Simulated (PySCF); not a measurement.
Gas-phase reaction: GeH2 + 4 H + GeF2 ⇌ 2 GeH3F

Method: PySCF energies (xtb for GFN2) plus ideal-gas RRHO corrections (1 bar). † marks an energy on the PBE0/def2-TZVP geometry and frequencies; other levels use their own. CCSD(T) freezes the core. 6-31G* has spherical d functions here. Open shells (unrestricted): H (multiplicity 2); the rest are closed-shell singlets. GFN2 has no spin-polarisation term. Ge: all electrons, no relativistic terms. GeH2: computed as isolated molecules; such fragments, hydroxides, amides, oligomers or adducts are transient or little studied in the gas. CCSD(T) isn't extrapolated to the basis-set limit.

```tsv
level	ΔH°(298 K), kJ
CCSD(T)/def2-SVP†	(withheld)
GFN2-xTB	-1013
HF/6-31G*	(withheld)
PBE/def2-TZVP†	-999
PBE0/def2-QZVP†	-1035
PBE0/def2-SVP†	-1037
PBE0/def2-TZVP	-1033
r2SCAN/def2-TZVP†	(withheld)
LDA/def2-TZVP†	(withheld)
```

What belongs in the gaps?


- CCSD(T)/def2-SVP†, ΔH°(298 K), kJ: -1035
- HF/6-31G*, ΔH°(298 K), kJ: -848
- r2SCAN/def2-TZVP†, ΔH°(298 K), kJ: -1062
- LDA/def2-TZVP†, ΔH°(298 K), kJ: -1140
